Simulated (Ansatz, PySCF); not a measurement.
Zr(Cl)2(OH)2 (Cl2H2O2Zr), SMILES [OH][Zr]([OH])([Cl])[Cl], multiplicity 1. Atoms are numbered in the order given.

```xyz
7

Zr     0.3639     0.0140     0.1711
Cl     2.2990     0.8541    -0.9217
Cl     0.8996    -0.6406     2.3913
O     -0.2790    -1.5036    -0.7851
H     -0.6831    -2.2205    -1.2791
O     -0.9592     1.3838     0.2303
H     -1.6813     2.0159     0.2106
```

Coordinates come from a B3LYP-D3(BJ)/def2-SVP optimisation. The spin state was assumed, not searched. The structure was generated by enumeration; whether it is a known compound was not checked. The def2 effective core potentials stand for the cores of Zr; spin–orbit coupling is left out. Other conformers were not sampled.

Two levels are set side by side: PBE-D3(BJ)/def2-SVP (Ansatz, a program for electronic structure) and B3LYP-D3(BJ)/def2-SVP (Ansatz). Each level has its own optimised geometry; the coordinates shown are those of the second. Frequencies come from the Hessian of PySCF at each geometry. Differences are taken from unrounded values.

| quantity | B3LYP-D3(BJ) | PBE-D3(BJ) | PBE-D3(BJ) minus B3LYP-D3(BJ) |
|---|---|---|---|
| mean bond length (Å) | 1.747 | 1.750 | 0.003 |
| bond Zr1–Cl2 (Å) | 2.376 | 2.374 | -0.002 |
| bond Zr1–Cl3 (Å) | 2.376 | 2.374 | -0.002 |
| bond Zr1–O4 (Å) | 1.905 | 1.908 | 0.003 |
| bond Zr1–O6 (Å) | 1.905 | 1.908 | 0.003 |
| bond O4–H5 (Å) | 0.960 | 0.967 | 0.007 |
| bond O6–H7 (Å) | 0.960 | 0.967 | 0.007 |
| highest harmonic wavenumber (cm⁻¹) | 3959 | 3863 | -96 |
| mean harmonic wavenumber (cm⁻¹) | 809 | 783 | -26 |
| zero-point energy (kcal/mol) | 17.34 | 16.79 | -0.56 |
